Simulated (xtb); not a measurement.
Input for xtb: GFN2-xTB on H5NPbSi (SMILES [NH2][Pb][SiH3]), a point of a torsion scan.

```
$ xtb mol.xyz --gfn 2 --opt vtight --chrg 0 --uhf 0 --input xcontrol
8

N      2.28467546     0.05151938     0.26664091
Pb     0.46139988    -0.02904451     1.49012462
Si    -1.53932672     0.09257043    -0.03095232
H      2.05989057     0.36281447    -0.70338961
H      2.63470284    -0.92352634     0.22368657
H     -1.19301891    -0.27903480    -1.42209110
H     -2.59089040    -0.85549727     0.37897505
H     -2.07916488     1.46809810    -0.10681139
$constrain
  force constant=1.0
  dihedral: 1,2,3,6,20.0
$end
```

Program output:

```
[...]
           -------------------------------------------------
          |                Calculation Setup                |
           -------------------------------------------------



           -------------------------------------------------
          |                 G F N 2 - x T B                 |
           -------------------------------------------------

        Reference                      10.1021/acs.jctc.8b01176
      * Hamiltonian:
        H0-scaling (s, p, d)           1.850000    2.230000    2.230000
        zeta-weighting                 0.500000
      * Dispersion:
        s8                             2.700000
        a1                             0.520000
        a2                             5.000000
        s9                             5.000000
      * Repulsion:
        kExp                           1.500000    1.000000
        rExp                           1.000000
      * Coulomb:
        alpha                          2.000000
        third order                    shell-resolved
        anisotropic                    true
        a3                             3.000000
        a5                             4.000000
        cn-shift                       1.200000
        cn-exp                         4.000000
        max-rad                        5.000000


          ...................................................
          :                      SETUP                      :
          :.................................................:
          :  # basis functions                  23          :
          :  # atomic orbitals                  22          :
          :  # shells                           12          :
          :  # electrons                        18          :
          :  max. iterations                   250          :
          :  Hamiltonian                  GFN2-xTB          :
          :  restarted?                      false          :
          :  GBSA solvation                  false          :
          :  PC potential                    false          :
          :  electronic temp.          300.0000000     K    :
          :  accuracy                    1.0000000          :
          :  -> integral cutoff          0.2500000E+02      :
          :  -> integral neglect         0.1000000E-07      :
          :  -> SCF convergence          0.1000000E-05 Eh   :
          :  -> wf. convergence          0.1000000E-03 e    :
          :  Broyden damping             0.4000000          :
          :  net charge                          0          :
          :  unpaired electrons                  0          :
          ...................................................

 iter      E             dE          RMSdq      gap      omega  full diag
   1     -9.4286940 -0.942869E+01  0.155E+01    1.51       0.0  T
   2     -9.5046324 -0.759385E-01  0.768E+00    1.98       1.0  T
   3     -9.4923085  0.123239E-01  0.364E+00    1.38       1.0  T
   4     -9.5127182 -0.204097E-01  0.238E+00    1.59       1.0  T
   5     -9.5137170 -0.998858E-03  0.722E-01    1.61       1.0  T
   6     -9.5137423 -0.252431E-04  0.420E-01    1.65       1.0  T
   7     -9.5138157 -0.733806E-04  0.943E-02    1.66       1.0  T
   8     -9.5138171 -0.149573E-05  0.402E-02    1.66       1.0  T
   9     -9.5138179 -0.745288E-06  0.109E-02    1.66       3.3  T
  10     -9.5138179 -0.364257E-07  0.183E-03    1.66      19.3  T
  11     -9.5138179 -0.145499E-08  0.207E-04    1.66     171.1  T
  12     -9.5138179  0.198987E-10  0.207E-04    1.66     171.2  T

   *** convergence criteria satisfied after 12 iterations ***

         #    Occupation            Energy/Eh            Energy/eV
      -------------------------------------------------------------
         1        2.0000           -0.8754728             -23.8228
       ...           ...                  ...                  ...
         3        2.0000           -0.5478017             -14.9064
         4        2.0000           -0.4708556             -12.8126
         5        2.0000           -0.4215021             -11.4697
         6        2.0000           -0.4151301             -11.2963
         7        2.0000           -0.4093965             -11.1402
         8        2.0000           -0.3517419              -9.5714
         9        2.0000           -0.3326425              -9.0517 (HOMO)
        10                         -0.2717481              -7.3946 (LUMO)
        11                         -0.1993681              -5.4251
        12                         -0.1562481              -4.2517
        13                         -0.1362057              -3.7063
        14                         -0.1077293              -2.9315
       ...                                ...                  ...
        22                          0.6969963              18.9662
      -------------------------------------------------------------
                  HL-Gap            0.0608944 Eh            1.6570 eV
             Fermi-
[...]
            0.7446564              20.2631
      -------------------------------------------------------------
                  HL-Gap            0.0791455 Eh            2.1537 eV
             Fermi-level           -0.2914916 Eh           -7.9319 eV

 SCC (total)                   0 d,  0 h,  0 min,  0.002 sec
 SCC setup                      ...        0 min,  0.000 sec (  1.370%)
 Dispersion                     ...        0 min,  0.000 sec (  0.432%)
 classical contributions        ...        0 min,  0.000 sec (  0.186%)
 integral evaluation            ...        0 min,  0.000 sec ( 15.099%)
 iterations                     ...        0 min,  0.001 sec ( 49.384%)
 molecular gradient             ...        0 min,  0.001 sec ( 31.207%)
 printout                       ...        0 min,  0.000 sec (  2.053%)

         :::::::::::::::::::::::::::::::::::::::::::::::::::::
         ::                     SUMMARY                     ::
         :::::::::::::::::::::::::::::::::::::::::::::::::::::
         :: total energy              -9.485071638562 Eh    ::
         :: gradient norm              0.000031844804 Eh/a0 ::
         :: HOMO-LUMO gap              2.153659019347 eV    ::
         ::.................................................::
         :: SCC energy                -9.553395603041 Eh    ::
         :: -> isotropic ES            0.032917142927 Eh    ::
         :: -> anisotropic ES          0.006757026515 Eh    ::
         :: -> anisotropic XC          0.005211439691 Eh    ::
         :: -> dispersion             -0.004766167235 Eh    ::
         :: repulsion energy           0.068323944337 Eh    ::
         :: add. restraining           0.000000020142 Eh    ::
         :: total charge              -0.000000000000 e     ::
         :::::::::::::::::::::::::::::::::::::::::::::::::::::

           -------------------------------------------------
          |                Property Printout                |
           -------------------------------------------------

    * Orbital Energies and Occupations

         #    Occupation            Energy/Eh            Energy/eV
      -------------------------------------------------------------
         1        2.0000           -0.8682740             -23.6269
         2        2.0000           -0.6621873             -18.0190
         3        2.0000           -0.5626145             -15.3095
         4        2.0000           -0.4819634             -13.1149
         5        2.0000           -0.4245296             -11.5520
         6        2.0000           -0.3987371             -10.8502
         7        2.0000           -0.3968584             -10.7991
         8        2.0000           -0.3608606              -9.8195
         9        2.0000           -0.3310644              -9.0087 (HOMO)
        10                         -0.2519189              -6.8551 (LUMO)
        11                         -0.1750032              -4.7621
        12                         -0.1457226              -3.9653
        13                         -0.1108379              -3.0161
        14                         -0.0970555              -2.6410
        15                         -0.0539692              -1.4686
        16                         -0.0228260              -0.6211
        17                          0.1362126               3.7065
        18                          0.1835406               4.9944
        19                          0.2407488               6.5511
        20                          0.4848103              13.1924
       ...                                ...                  ...
        22                          0.7446564              20.2631
      -------------------------------------------------------------
                  HL-Gap            0.0791455 Eh            2.1537 eV
             Fermi-level           -0.2914916 Eh           -7.9319 eV

     #   Z          covCN         q      C6AA      α(0)
     1   7 N        2.588    -0.479    32.692     8.492
     2  82 Pb       1.731     0.294   436.374    43.610
     3  14 Si       3.614     0.323   102.405    19.425
     4   1 H        0.861     0.133     1.525     1.935
     5   1 H        0.861     0.128     1.563     1.959
     6   1 H        0.918    -0.125     6.541     4.000
     7   1 H        0.916    -0.140     7.194     4.195
     8   1 H        0.917    -0.132     6.847     4.093

 Mol. C6AA /au·bohr⁶  :       2182.257700
 Mol. C8AA /au·bohr⁸  :     167496.657580
 Mol. α(0) /au        :         87.706807


Wiberg/Mayer (AO) data.
largest (>0.10) Wiberg bond orders for each atom

 ---------------------------------------------------------------------------
     #   Z sym  total        # sym  WBO       # sym  WBO       # sym  WBO
 ---------------------------------------------------------------------------
     1   7 N    3.182 --     2 Pb   1.228     5 H    0.975     4 H    0.974
     2  82 Pb   2.189 --     1 N    1.228     3 Si   0.840
     3  14 Si   3.551 --     6 H    0.906     8 H    0.900     7 H    0.899
                             2 Pb   0.840
     4   1 H    0.982 --     1 N    0.974
     5   1 H    0.983 --     1 N    0.975
     6   1 H    0.984 --     3 Si   0.906
     7   1 H    0.980 --     3 Si   0.899
     8   1 H    0.982 --     3 Si   0.900
 ---------------------------------------------------------------------------

Topologies differ in total number of bonds
Writing topology from bond orders to xtbtopo.mol

molecular dipole:
                 x           y           z       tot (Debye)
 q only:        0.277      -0.056       0.949
   full:        0.848      -0.102       1.296       3.944
molecular quadrupole (traceless):
                xx          xy          yy          xz          yz          zz
 q only:       -5.114       0.230      -0.252      -0.450      -0.234       5.366
  q+dip:       -6.653       0.235      -1.347      -0.908      -0.381       8.000
   full:       -7.234       0.430       0.572      -1.760      -0.201       6.662

           -------------------------------------------------
          |                Geometry Summary                 |
           -------------------------------------------------

      molecular mass/u    :      254.3488137
   center of mass at/Å    :        0.4023406      -0.1008005       1.3982894
  moments of inertia/u·Å² :        0.7696792E+02   0.2108716E+03   0.2825757E+03
rotational constants/cm⁻¹ :        0.2190215E+00   0.7994266E-01   0.5965705E-01

 * 6 selected distances

     #   Z          #   Z                                           value/Å
     1   7 N        2  82 Pb                                      2.1282349 (max)
     1   7 N        4   1 H                                       1.0066918 (min)
     1   7 N        5   1 H                                       1.0075057
     3  14 Si       6   1 H                                       1.4646464
     3  14 Si       7   1 H                                       1.4707744
     3  14 Si       8   1 H                                       1.4696041

 * 3 distinct bonds (by element types)

   Z      Z             #   av. dist./Å        max./Å        min./Å
   1 H    7 N           2     1.0070987     1.0075057     1.0066918
   1 H   14 Si          3     1.4683416     1.4707744     1.4646464
   7 N   82 Pb          1     2.1282349     2.1282349     2.1282349


optimized geometry written to: xtbopt.xyz


           -------------------------------------------------
          | TOTAL ENERGY               -9.485071638562 Eh   |
          | GRADIENT NORM               0.000031844804 Eh/α |
          | HOMO-LUMO GAP               2.153659019347 eV   |
           -------------------------------------------------

------------------------------------------------------------------------
------------------------------------------------------------------------
 total:
Note: The following floating-point exceptions are signalling: IEEE_UNDERFLOW_FLAG IEEE_DENORMAL
normal termination of xtb
 SCF:
 ANC optimizer:
```

The run finished.

Warnings raised: the energy holds the restraint's term.

Cost: about 0.08 core-seconds (a rough figure).
